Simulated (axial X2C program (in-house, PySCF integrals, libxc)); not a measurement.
# TaS⁺ along the bond: PBE0, without spin–orbit coupling

All values were computed with an in-house relativistic program for diatomic molecules. Spin-free means the one-electron spin-free X2C Hamiltonian. Basis: Ta dyall-cv3z [13s14p9d7f4g], S dyall-av3z [9s8p3d2f] (cores contracted in-house); Gaussian nuclei, density fitting, unrestricted open shells. Masses: Ta 180.948 u, S 31.972 u.

State: M_S = 1, Λ = 2 (beyond evenly filled blocks: σα, δ+α). Dipoles are positive if S is the positive end and refer to the centre of mass.

| R (Å) | μ (D) | HOMO (eV) | LUMO (eV) | ⟨S²⟩ |
| --- | --- | --- | --- | --- |
| 1.810 | -2.049 | -12.20 | -9.34 | 2.012 |
| 1.894 | -2.357 | -12.32 | -9.45 | 2.017 |
| 1.956 | -2.567 | -12.42 | -9.53 | 2.024 |
| 2.019 | -2.758 | -12.52 | -9.62 | 2.033 |
| 2.081 | -2.926 | -12.62 | -9.70 | 2.049 |
| 2.154 | -3.087 | -12.72 | -9.79 | 2.081 |
| 2.227 | -3.196 | -12.80 | -9.86 | 2.140 |
| 2.320 | -3.222 | -12.85 | -9.91 | 2.279 |
| 2.435 | -3.063 | -12.79 | -9.88 | 2.532 |
| 2.601 | -2.580 | -12.51 | -9.72 | 2.914 |

Q: The minimum lies at 2.075 Å. What is the dipole moment there?

A: At PBE0, spin-free, with the sign and origin stated: μ = -2.91 D.

One determinant describes the state; a PBE0 search over occupations chose it and may have missed a lower one. Other states lie close and PBE0, whose exact exchange favours high spin, may order them wrongly; the determinant shown need not be the ground state. The nearest other spin-free determinant of the search, M_S = 0, Λ = 0, lies 0.65 eV up at the distance of the search. Without a current term, density functionals place determinants with orbital angular momentum somewhat too high. The determinant is spin-polarised beyond a pure state at some levels (its spin-free form has ⟨S²⟩ too high), which makes Re and μ there less reliable.
